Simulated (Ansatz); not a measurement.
rhodium atom (Rh), quartet (core potentials on Rh). Base run: PBE/def2-SVP in Ansatz (a first-principles code).

Input for Ansatz:
Ansatz 0.2 input:
```yaml
crystal:
  periodic: [false, false, false]
  atoms:
    - {symbol: Rh, position_ang: [0.00000000, 0.00000000, 0.00000000]}
basis:
  gaussian:
    orbitals: def2-SVP
hamiltonian:
  xc: pbe
magnetization: {spin_polarized: true, initial_magnetization: 3}
```

Variants of this job, named by their change:

| change | basis functions | E (Eh) |
|---|---|---|
| base | 31 | -110.47138 |
| basis = jorge-DZP-DKH; relativity = none | 48 | -4651.65441 |
| basis = x2c-TZVPall; relativity = none | 63 | -4625.53174 |
| basis = x2c-TZVPall; relativity = spin-free X2C | 63 | -4783.27858 |
| basis = Sapporo-DKH3-DZP-2012; relativity = spin-free X2C | 49 | -4783.02987 |
| basis = x2c-TZVPall; relativity = spin-free X2C; nucleus = Gaussian | 63 | -4783.20540 |
| basis = jorge-DZP-DKH; relativity = spin-free X2C | 48 | -4780.79476 |
| basis = jorge-DZP-DKH; relativity = spin-free X2C; nucleus = Gaussian | 48 | -4780.71722 |
| basis = Sapporo-DKH3-DZP-2012; relativity = spin-free X2C; nucleus = Gaussian | 49 | -4782.95097 |
| basis = Sapporo-DKH3-DZP-2012; relativity = none | 49 | -4599.08185 |

Totals shift with the method and basis; they matter in differences.

Ansatz warned in this series: the basis is contracted for relativity, which the run leaves out.

Basis sets contracted for a relativistic Hamiltonian are a mismatch without it, so the rows without relativity aren't non-relativistic limits. No row has spin-orbit coupling; sets with core potentials leave out the core electrons.
